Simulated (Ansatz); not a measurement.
Born–Oppenheimer molecular dynamics of ClF$_{2}$H$_{6}$HfOPSi (13 atoms, charge 0, multiplicity 1). It starts at the highest image of a converged band, a first-order saddle point between two minima.

The calculation used Ansatz, RKS PBE/def2-SVP.

```
ensemble                      : NVE (velocity Verlet)
time step                     : 0.5 fs
steps asked                   : 200
starting velocities drawn for : 300 K
seed                          : 11772
```

First frame:

```xyz
13
Properties=species:S:1:pos:R:3
Hf -0.178 -0.452 -0.062
O -0.426 -0.891 2.035
Si -1.375 -0.213 3.304
H -2.827 -0.328 2.952
H -1.065 -1.028 4.525
H -0.981 1.216 3.511
F 1.294 0.530 -0.786
F -1.358 1.004 0.426
Cl -1.401 -1.686 -1.659
P 1.393 -2.542 0.908
H 1.202 -3.865 0.415
H 2.814 -2.427 0.897
H 0.362 -1.798 2.092
```

Task: How far do the bonds stretch over the last three quarters of this one trajectory? (Pairs bonded in most of those frames.)

Result: 
```
   bond  mean (Å)  spread (Å)  shortest  longest
 Hf1–O2     2.321       0.070      2.23     2.41
 Hf1–F7     1.906       0.006      1.90     1.92
 Hf1–F8     1.956       0.021      1.92     1.98
Hf1–Cl9     2.366       0.019      2.33     2.39
Hf1–P10     2.792       0.070      2.64     2.86
 O2–Si3     1.750       0.068      1.64     1.86
 O2–H13     1.008       0.039      0.94     1.09
 Si3–H4     1.500       0.030      1.45     1.54
 Si3–H5     1.501       0.012      1.48     1.52
 Si3–H6     1.494       0.009      1.48     1.51
P10–H11     1.438       0.023      1.40     1.47
P10–H12     1.438       0.020      1.41     1.47
```

Mean temperature of the second half: 218 K. The conserved energy stayed within 0.084 meV per atom of its start (net change 0.067 meV per atom), so the integration is sound. A run of 0.1 ps of so small a system gives no equilibrium averages. The orbitals stay closed-shell, which can raise the energy where a bond breaks towards radicals; this wasn't checked here.

The run took 7.2 min on 4 threads of AMD EPYC 7B13 (Zen 3), on a shared host, peak memory 0.28 GiB.
